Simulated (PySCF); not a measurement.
Compound: meta-cyanophenol, C₇H₅NO.
Atom-mapped SMILES: `[N:1]#[C:2][c:3]1[cH:4][cH:5][cH:6][c:7]([OH:8])[cH:9]1` (hydrogens: H10 on C4; H11 on C5; H12 on C6; H13 on O8; H14 on C9)

Cartesian coordinates in Å at the PBE0-D3(BJ)/def2-SVP level; atoms count from 1:
```
atom  x, y, z in Å
N1     3.581   -1.835   -0.397
C2     2.590   -1.247   -0.267
C3     1.365   -0.522   -0.108
C4     1.391    0.849    0.174
C5     0.183    1.528    0.321
C6    -1.031    0.864    0.191
C7    -1.055   -0.508   -0.090
O8    -2.256   -1.102   -0.205
C9     0.146   -1.203   -0.240
H10    2.345    1.366    0.274
H11    0.188    2.598    0.540
H12   -1.981    1.388    0.304
H13   -2.141   -2.039   -0.398
H14    0.145   -2.273   -0.460
```

Linear response at PBE0/def2-SVPD (PySCF, frozen core in the response, non-relativistic).

Static isotropic polarisability: 90.31 au (13.38 Å³), principal values 50.5, 95.4, 125.1 au.

**Question.** What is the polarisability at 1064 nm and at the sodium D line?

**Answer.** 91.57 au at 1064 nm (+1.4 %), 94.73 au at 589.3 nm (+4.9 %). The rise at 589.3 nm is 3.50 times that at 1064 nm; a pure ω² law gives 3.26. The lowest singlet lies at 262 nm, shorter than both wavelengths.

**Question.** What is the isotropic C6 coefficient between two such molecules, C6 = (3/π)∫α(iω)² dω?

**Answer.** 2993 au (Eh·bohr⁶) by a ten-point quadrature over imaginary frequencies, which is 1790 eV·Å⁶ or 173 J·nm⁶/mol.

**Question.** Which effective excitation energy ω̄ makes London's formula C6 = (3/4)α²ω̄ exact here?

**Answer.** ω̄ = 4·C6/(3α²) = 0.489 Eh = 13.3 eV. A one-pole form α(ω) = α/(1 − ω²/ω̄²) fitted to the 1064 nm value gives 9.9 eV.

**Question.** What molar refraction at the D line follows from R = (4π/3)·N_A·α′, with α′ the polarisability volume?

**Answer.** α′ = 14.04 Å³ gives R = 35.41 cm³/mol, for isolated, non-vibrating species.

**Question.** What n − 1 at the D line would an ideal gas of it have at 273.15 K and 1 atm (2.6868 × 10¹⁹ cm⁻³), by n − 1 = 2π·N·α′?

**Answer.** 23.70 × 10⁻⁴, a formal value whether or not that pressure can be reached.

**Question.** How anisotropic is the static polarisability, by Δα² = ½[(α1 − α2)² + (α2 − α3)² + (α3 − α1)²]?

**Answer.** Δα = 65.1 au, or 0.72 of the isotropic value.

**Question.** How many electrons N does the Slater–Kirkwood formula C6 = (3/4)·√N·α^(3/2) need to give this C6?

**Answer.** N = (4·C6/3)²/α³ = 21.6; the species has 62 electrons in all.

One conformer stands for the species.
